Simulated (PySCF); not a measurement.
**Two-component Hartree-Fock for Ar³⁺ (argon, charge +3)**

Start: [Ne] 3s1 3p4; 3s1/2 filled at m_j = +1/2; 3p1/2 filled at m_j = +1/2; 3p3/2 filled at m_j = -1/2, +1/2, +3/2. Calculated with PySCF 2.14 in x2c-TZVPall-2c with one added diffuse shell each of s, p type (6s7p2d1f, 44 functions): generalised Hartree-Fock with the X2C-1e Hamiltonian and a Gaussian nucleus; one run each with spin-orbit coupling (SO) switched off, then screened by Boettger's factors. This is a chosen level, not necessarily the ground level.

```tsv
spinor shell	electrons	ε, spin-free (eV)	ε, screened SO (eV)	weight of nominal j (screened SO)	rms radius, screened SO (bohr)
1s1/2	2	-3290.8	-3290.8	1.000	0.0991
2s1/2	2	-386.19	-386.17	1.000	0.446
2p1/2	2	-309.50	-311.68	0.873	0.414
2p3/2	4	-309.50	-308.38	0.937	0.416
3s1/2	1	-80.965	-80.951	1.000	1.37
3p3/2	3	-57.917	-59.891	0.657	1.49
3p1/2	1	-57.917	-52.042	0.655	1.55
```

```tsv
quantity	spin-free	screened SO
E (hartree)	-525.09058	-525.09498
M_J	5/2	5/2
⟨J²⟩	8.756	8.756
⟨L²⟩	2.003	2.005
⟨S²⟩	3.753	3.752
```

Each row is a mean over spinors that exchange with the open shell spreads, by up to 2.812 eV (2p3/2).

Rows whose weight is well below 1 are mixtures of j = l ± 1/2: exchange outweighs spin-orbit coupling there, and the label is only the starting occupation.

Without spin-orbit coupling the j labels of p, d and f shells carry no meaning; the spin-free column gives the mean over the occupied spinors of each nl shell.
